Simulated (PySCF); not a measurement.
PySCF 2.14 output of an unrestricted LDA calculation on a single atom or ion in def2-TZVP with the def2 core potential (60 electrons), with scalar relativity through the core potential:

```
SCF conv_tol = 1e-09
number electrons alpha = 11  beta = 10
    P. A. M. Dirac.,  Math. Proc. Cambridge Philos. Soc. 26, 376 (1930)
    F. Bloch.,  Z. Phys. 57, 545 (1929)
    S. H. Vosko, L. Wilk, and M. Nusair.,  Can. J. Phys. 58, 1200 (1980)
cycle= 1 E= -192.304346568216  delta_E= -0.0142  |g|= 0.0554  |ddm|= 0.564
cycle= 2 E= -192.304601749548  delta_E= -0.000255  |g|= 0.0461  |ddm|= 0.129
cycle= 3 E= -192.305263003795  delta_E= -0.000661  |g|= 0.000597  |ddm|= 0.0662
cycle= 4 E= -192.305263172818  delta_E= -1.69e-07  |g|= 5.69e-05  |ddm|= 0.00181
cycle= 5 E= -192.305263174046  delta_E= -1.23e-09  |g|= 7.62e-07  |ddm|= 0.000102
cycle= 6 E= -192.305263174046  delta_E= -4.55e-13  |g|= 2.07e-08  |ddm|= 2.22e-06
converged SCF energy = -192.305263174046  <S^2> = 0.750516  2S+1 = 2.0005159
```

The run itself started from symmetry-adapted Hartree-Fock orbitals and held the occupation by maximum overlap, on a logarithmic radial grid, so the iterations belong to that start.

Problem. Which element, charge and spin multiplicity is this?

Solution. Pb+ (lead, charge +1), multiplicity 2; the state was [Xe] 4f14 5d10 6s2 6p1, 2P determinant.

Energies and moments cover only the electrons outside the core potential. Spin-orbit coupling, absent here, splits the open shell strongly.
